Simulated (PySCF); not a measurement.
## Polarisability and C₆ of Mg²⁺ (magnesium, charge +2)

[Ne], closed-shell 1S. All numbers are calculated (PySCF 2.14, no relativity, point nucleus, in aug-cc-pVDZ (5s4p2d, 27 functions)). Coupled (time-dependent) response in atomic units; α is the mean over directions. A double-zeta set is small for polarisabilities.

```
   method  mean α (bohr³)  C₆ (like pair)    S(−4)
      UHF          0.1264         0.02972  0.02141
      PBE          0.1644         0.04531  0.03452
     PBE0          0.1509         0.03943  0.02965
BHandHLYP          0.1437         0.03656  0.02692
    TPSSh          0.1541         0.04057  0.03108
```

S(−4) is the Cauchy moment in α(ω) = α(0) + S(−4) ω² + …

α(iu) at UHF:

```csv
u (hartree),α(iu) (bohr³)
0,0.1264
0.0500,0.1264
0.100,0.1262
0.200,0.1256
0.300,0.1245
0.500,0.1213
0.750,0.1155
1.00,0.1083
1.50,0.09207
2.00,0.07631
3.00,0.05152
5.00,0.02545
```

A single London oscillator, α(iu) = α/(1 + u²/ω²), gives C₆ = (3/4) ω α². Matching the computed C₆ needs ω = 4 × 0.02972 / (3 × 0.1264²) = 2.48 hartree.

For an ion, C₆ is the dispersion term alone; charge-induced terms of lower order in 1/R come first.
